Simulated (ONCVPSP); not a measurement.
## Reading a pseudo-wave (vanadium)

Columns: radius, all-electron u(r) and pseudo u(r) of the 3p shell (level -55.86 eV) of vanadium in the configuration [Ne] 3s2 3p6 3d3 4s0.5; PBEsol, scalar-relativistic, ONCV scheme, ONCVPSP 4.0.1.

| r (bohr) | all-electron | pseudo |
| --- | --- | --- |
| 0.137 | -0.5309 | 0.0665 |
| 0.274 | -0.3041 | 0.2538 |
| 0.411 | 0.2632 | 0.5195 |
| 0.548 | 0.7245 | 0.7885 |
| 0.685 | 0.9814 | 0.9825 |
| 0.822 | 1.0657 | 1.0617 |
| 0.959 | 1.0378 | 1.0377 |
| 1.096 | 0.9487 | 0.9493 |
| 1.233 | 0.8332 | 0.8334 |
| 1.370 | 0.7124 | 0.7124 |
| 1.507 | 0.5975 | 0.5975 |
| 1.644 | 0.4942 | 0.4943 |
| 1.781 | 0.4045 | 0.4045 |
| 1.918 | 0.3284 | 0.3284 |
| 2.055 | 0.2649 | 0.2649 |
| 2.192 | 0.2126 | 0.2126 |
| 2.329 | 0.1698 | 0.1698 |
| 2.466 | 0.1352 | 0.1352 |
| 2.603 | 0.1073 | 0.1073 |
| 2.740 | 0.0850 | 0.0850 |
| 2.877 | 0.0671 | 0.0671 |
| 3.014 | 0.0528 | 0.0528 |
| 3.151 | 0.0416 | 0.0415 |
| 3.288 | 0.0326 | 0.0326 |
| 3.425 | 0.0255 | 0.0255 |
| 3.562 | 0.0200 | 0.0200 |

How many radial nodes do the two functions have?

The all-electron 3p function has n − l − 1 = 1; the pseudo-wave has 0, since the states of the same l below it are removed with the core.

At about which radius was the pseudo-wave matched?

1.36 bohr, where the columns begin to agree (steps of 0.14 bohr).

Is the pseudo-wave norm-conserving?

Yes: the ONCV scheme keeps the norm inside the radius equal to the all-electron one, which fixes the energy derivative of the logarithmic derivative at the level.
